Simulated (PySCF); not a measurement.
B(OH)2(OSiH3) (BH5O3Si), SMILES OB(O[SiH3])O.

Coordinates come from a B3LYP-D3(BJ)/def2-SVP optimisation. The values are those of a single conformer.

Two levels are set side by side: PBE/def2-TZVP (PySCF) and CAM-B3LYP/def2-TZVP (PySCF). Same geometry, gas phase. Differences are taken from unrounded values.

```tsv
quantity	CAM-B3LYP	PBE	PBE minus CAM-B3LYP
orbital gap (eV)	10.96	6.41	-4.55
highest occupied level (eV)	-10.26	-7.33	2.92
lowest empty level (eV)	0.70	-0.92	-1.62
dipole moment (D)	2.96	2.87	-0.09
mean polarisability (bohr³)	48.5	51.5	3.0
```

Without exact exchange PBE keeps part of each electron's self-repulsion, which lifts occupied levels and narrows the gap. Loosely held outer electrons make PBE densities more polarisable. Differences between two approximate levels are no errors against the true value.

Rough cost on one machine, each run with all the roots and properties that it gave: CAM-B3LYP against PBE within a factor of 2.
